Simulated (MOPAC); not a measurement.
Job for MOPAC: PM6 on C2H6Te (SMILES CC[TeH]).

```
PM6 1SCF PRECISE CHARGE=0 THREADS=1
C2H6Te

C     -0.81526041 1     0.59035655 1     0.16381082 1
C     -0.06172326 1    -0.69842116 1    -0.11373634 1
Te     1.98931139 1    -0.70421327 1     0.62016315 1
H     -1.84249898 1     0.51621435 1    -0.20674067 1
H     -0.85336438 1     0.80656844 1     1.23166511 1
H     -0.34354636 1     1.44048917 1    -0.33070152 1
H     -0.51622228 1    -1.55118205 1     0.39035955 1
H     -0.00999325 1    -0.92674300 1    -1.17564700 1
H      2.45329754 1     0.52693097 1    -0.39854766 1
```

The log:

```
*******************************************************************************
 **                                                                           **
 **                              MOPAC v23.2.5                                **
 **                                                                           **
 *******************************************************************************
 ** MOPAC's Digital Object Identifier: https://doi.org/10.5281/zenodo.6511958 **
 **                                                                           **
 ** Please cite the open-source release paper for use of this MOPAC version:  **
 ** J. E. Moussa and J. J. P. Stewart (2026)                                  **
 ** MOPAC: An open-source semiempirical molecular orbital program             **
 ** J. Open Source Softw., 11(119), 8025, https://doi.org/10.21105/joss.08025 **
 *******************************************************************************

                              PM6 CALCULATION RESULTS

 *******************************************************************************
 *  PM6        - The PM6 Hamiltonian to be used
 *
 *
 *
 *                 CHARGE ON SYSTEM = 0
 *
 *
 *
 *  PRECISE    - TIGHTER CRITERIA TO BE USED
 *  1SCF       - DO 1 SCF AND THEN STOP
 *  THREADS=1  - MULTI-THREADING NOT USED
 *  T=         - A TIME OF 172800.0 SECONDS REQUESTED
 *  DUMP=N     - RESTART FILE WRITTEN EVERY 7200.0 SECONDS REQUESTED
 *******************************************************************************
PM6 1SCF PRECISE CHARGE=0 THREADS=1
 C2H6Te

   ATOM   CHEMICAL          X               Y               Z
  NUMBER   SYMBOL      (ANGSTROMS)     (ANGSTROMS)     (ANGSTROMS)

     1       C         -0.81526041  *   0.59035655  *   0.16381082  *
     2       C         -0.06172326  *  -0.69842116  *  -0.11373634  *
     3      Te          1.98931139  *  -0.70421327  *   0.62016315  *
     4       H         -1.84249898  *   0.51621435  *  -0.20674067  *
     5       H         -0.85336438  *   0.80656844  *   1.23166511  *
     6       H         -0.34354636  *   1.44048917  *  -0.33070152  *
     7       H         -0.51622228  *  -1.55118205  *   0.39035955  *
     8       H         -0.00999325  *  -0.92674300  *  -1.17564700  *
     9       H          2.45329754  *   0.52693097  *  -0.39854766  *



          CARTESIAN COORDINATES

    NO.       ATOM           X           Y           Z

     1         C         -0.8153      0.5904      0.1638
     2         C         -0.0617     -0.6984     -0.1137
     3        Te          1.9893     -0.7042      0.6202
     4         H         -1.8425      0.5162     -0.2067
     5         H         -0.8534      0.8066      1.2317
     6         H         -0.3435      1.4405     -0.3307
     7         H         -0.5162     -1.5512      0.3904
     8         H         -0.0100     -0.9267     -1.1756
     9         H          2.4533      0.5269     -0.3985

 General Reference for PM6:
 "Optimization of Parameters for Semiempirical Methods V: Modification of NDDO Approximations
 and Application to 70 Elements", J. J. P. Stewart, J. Mol. Mod., 13, 1173-1213 (2007)
 URL: https://link.springer.com/article/10.1007/s00894-007-0233-4

           Empirical Formula: C2 H6 Te  =     9 atoms



      MOLECULAR POINT GROUP   :   C1


      RHF CALCULATION, NO. OF DOUBLY OCCUPIED LEVELS = 10


 -------------------------------------------------------------------------------
 PM6 1SCF PRECISE CHARGE=0 THREADS=1
 C2H6Te



     1SCF WAS SPECIFIED, SO BFGS WAS NOT USED
     SCF FIELD WAS ACHIEVED


                              PM6 CALCULATION
                                                       MOPAC v23.2.5 Linux




          FINAL HEAT OF FORMATION =          0.59562 KCAL/MOL =       2.49206 KJ/MOL


          COSMO AREA              =        115.07 SQUARE ANGSTROMS
          COSMO VOLUME            =        104.27 CUBIC ANGSTROMS

          IONIZATION POTENTIAL    =          8.250943 EV
          HOMO LUMO ENERGIES (EV) =         -8.251  0.655
          NO. OF FILLED LEVELS    =         10
          MOLECULAR WEIGHT        =        157.6694         POINT GROUP:  C1

          MOLECULAR DIMENSIONS (Angstroms)

            Atom       Atom       Distance
            H     9    H     4     4.30009
            H     7    H     6     3.07487
            H     5    H     8     2.70511


          SCF CALCULATIONS        =          1





   ATOM   CHEMICAL          X               Y               Z
  NUMBER   SYMBOL      (ANGSTROMS)     (ANGSTROMS)     (ANGSTROMS)

     1       C         -0.81526041  *   0.59035655  *   0.16381082  *
     2       C         -0.06172326  *  -0.69842116  *  -0.11373634  *
     3      Te          1.98931139  *  -0.70421327  *   0.62016315  *
     4       H         -1.84249898  *   0.51621435  *  -0.20674067  *
     5       H         -0.85336438  *   0.80656844  *   1.23166511  *
     6       H         -0.34354636  *   1.44048917  *  -0.33070152  *
     7       H         -0.51622228  *  -1.55118205  *   0.39035955  *
     8       H         -0.00999325  *  -0.92674300  *  -1.17564700  *
     9       H          2.45329754  *   0.52693097  *  -0.39854766  *

                             CARTESIAN COORDINATES

   1    C       -0.815260410     0.590356550     0.163810820
   2    C       -0.061723260    -0.698421160    -0.113736340
   3   Te        1.989311390    -0.704213270     0.620163150
   4    H       -1.842498980     0.516214350    -0.206740670
   5    H       -0.853364380     0.806568440     1.231665110
   6    H       -0.343546360     1.440489170    -0.330701520
   7    H       -0.516222280    -1.551182050     0.390359550
   8    H       -0.009993250    -0.926743000    -1.175647000
   9    H        2.453297540     0.526930970    -0.398547660


           Empirical Formula: C2 H6 Te  =     9 atoms



      MOLECULAR POINT GROUP   :   C1


                  EIGENVALUES
 -70.66958 -27.18069 -21.59408 -15.91513 -14.66099 -13.73954 -12.68947 -11.81594
 -10.09994  -8.25094   0.65511   2.60037   3.99104   5.25399   5.69769   5.88193
   6.17732   6.68774


              NET ATOMIC CHARGES AND DIPOLE CONTRIBUTIONS

  ATOM NO.   TYPE          CHARGE      No. of ELECS.   s-Pop       p-Pop
    1          C          -0.406429        4.4064     1.07497     3.33146
    2          C          -0.434455        4.4345     1.05810     3.37636
    3         Te          -0.099632        6.0996     1.93390     4.16574
    4          H           0.143336        0.8567     0.85666
    5          H           0.157207        0.8428     0.84279
    6          H           0.143382        0.8566     0.85662
    7          H           0.182619        0.8174     0.81738
    8          H           0.176617        0.8234     0.82338
    9          H           0.137355        0.8626     0.86264
 DIPOLE           X         Y         Z       TOTAL
 POINT-CHG.    -0.224     0.799    -0.737     1.110
 HYBRID        -0.236     0.578    -0.716     0.950
 SUM           -0.460     1.377    -1.453     2.054


          ATOMIC ORBITAL ELECTRON POPULATIONS

     Atom    s        px        py        pz
    1  C   1.07497   1.12164   1.03774   1.17208
    2  C   1.05810   1.08819   1.10644   1.18173
    3 Te   1.93390   0.96283   1.55731   1.64559
    4  H   0.85666
    5  H   0.84279
    6  H   0.85662
    7  H   0.81738
    8  H   0.82338
    9  H   0.86264

 **********************
 *                    *
 * JOB ENDED NORMALLY *
 *                    *
 **********************




 == MOPAC DONE ==
```

The run finished.

Cost: roughly 0.03 core-seconds.
